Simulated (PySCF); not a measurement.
C₃H₈O₂Si, SMILES O[SiH](C=C)OC.

Geometry: PBE0-D3(BJ)/def2-SVP. One conformer was computed; it need not be the lowest.

Calculation: r2SCAN/def2-TZVP in PySCF.

Isolated molecule, no solvent.

Computed frontier levels, gap, dipole moment and polarisability:
- highest occupied level: -6.98 eV
- lowest empty level: -1.43 eV
- orbital gap: 5.55 eV
- dipole moment: 1.02 D
- quadrupole, principal values (traceless, Buckingham form, about the centre of nuclear charge): -8.77, 1.32, 7.44 D·Å
- mean static polarisability: 67.9 bohr³ (10.07 Å³)
- polarisability, principal values: 54.5, 61.2, 88.1 bohr³
